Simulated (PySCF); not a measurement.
## Excitation energy of Be by level of theory

Be [He] 2s2 (1S) → Be [He] 2s1 2p1 (3P), as a difference of total energies. Computed with PySCF 2.14 in x2c-TZVPPall with one added diffuse shell of s type (6s3p1d, 20 functions), with scalar relativity by spin-free X2C-1e. Correlated levels: valence: 1s2 frozen. The calculations carry no spin-orbit coupling.

Problem. Order these methods by the excitation energy they give, lowest first.
A. CCSD (valence)
B. UHF
C. MP2 (valence)
D. SCS-MP2 (valence)

Solution. B (1.638 eV), C (2.287 eV), D (2.469 eV), A (2.751 eV).

Errors of the correlated levels include the incompleteness of this basis and the frozen core.

The basis was made for the ground configuration and has no added diffuse functions, so the excitation energy can come out too high.

With two correlated electrons CCSD is exact in that space.

For comparison: 2.725 eV (measured; NIST levels, between the centres of gravity of the two terms).
